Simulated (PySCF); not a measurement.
Computed IR spectrum (relative IR intensity) of a molecule C3H5FOSi. The structure is a stationary point at PBE-D3(BJ)/def2-SVP. Other conformers were not sampled. Computed with PySCF with PBE-D3(BJ)/def2-SVP. Frequencies are harmonic and unscaled.

Lines under 2 % of the strongest are left out, and lines within 2 cm⁻¹ are merged.

ν (cm⁻¹): 57 (vw), 141 (w), 187 (m), 295 (w), 323 (w), 377 (m), 587 (m), 687 (vw), 692 (w), 698 (m), 712 (w), 793 (s), 800 (w), 856 (vs), 899 (m), 1041 (m), 1189 (vw), 2082 (w), 2174 (s), 2950 (w), 3010 (w), 3388 (m), 3767 (m) (against the strongest line: vs over 80 %, s over 45 %, m over 15 %, w over 4 %, vw less)

Problem. Which molecule gave these data?
A) C#C[Si@H](F)OC
B) F[Si@H]1C=CCO1
C) C#C[Si@H](O)CF
D) O[Si@H]1CC=C1F

Solution. C, C#C[Si@H](O)CF
